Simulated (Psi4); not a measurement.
I$_{4}$Ti (SMILES [I][Ti]([I])([I])[I]), singlet, geometry from GFN2-xTB (such geometries of metal compounds can be far from the true shape) (core potentials on I).

The Psi4 input:
```
memory 2 GB

molecule mol {
0 1
Ti   -0.000000    0.000000   -0.000000
I     2.095241   -0.595467   -1.496032
I     0.787832    0.442030    2.483275
I    -1.173643    2.168196   -0.950901
I    -1.709430   -2.014759   -0.036342
}

set {
  basis def2-sv(p)
  reference rks
}

energy('pbe')
print_variables()
```

**Question.** What nuclear repulsion energy does PBE/def2-SV(P) (Psi4) give?

**Answer.** 900.4369 Eh

**Question.** What dipole moment does PBE/def2-SV(P) give?

**Answer.** 0.00 D

**Question.** Estimate the total energy that PBE/def2-SV(P) returns for this input.

**Answer.** -2040.137025 Ha

**Question.** Roughly what does it cost on one core?

**Answer.** roughly 27 core-seconds.
